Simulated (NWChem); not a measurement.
Molecule: hexafluorodisilane (Si$_{2}$F$_{6}$); SMILES F[Si](F)(F)[Si](F)(F)F

```xyz
8

F      0.3886    -1.4468     1.7195
Si     0.0000     0.0000     1.1580
F      1.0587     1.0599     1.7195
F     -1.4473     0.3869     1.7195
Si     0.0000     0.0000    -1.1580
F      1.4496    -0.3781    -1.7195
F     -1.0522    -1.0663    -1.7195
F     -0.3974     1.4444    -1.7195
```
Atoms are numbered in this order, from 1.

Program: NWChem. Pople sets run with spherical d functions. Geometry: optimised at PBE0/def2-SVP. B3LYP is NWChem's, with the RPA form of VWN correlation. GIAO values for the isolated, static molecule; σ is the absolute isotropic shielding, δ = σ(reference) − σ with the isolated reference molecule computed at the same levels (19F: trichlorofluoromethane, 29Si: tetramethylsilane).

For level BHandHLYP/pcSseg-1:

- δ F1 (ppm) = -113.4
- δ Si2 (ppm) = -69.1

**Question.** Estimate the same quantities for level B3LYP/6-311G**.

**Answer.** 
| Quantity | Result |
|---|---|
| δ F1 (ppm) | -132.1 |
| δ Si2 (ppm) | -64.4 |
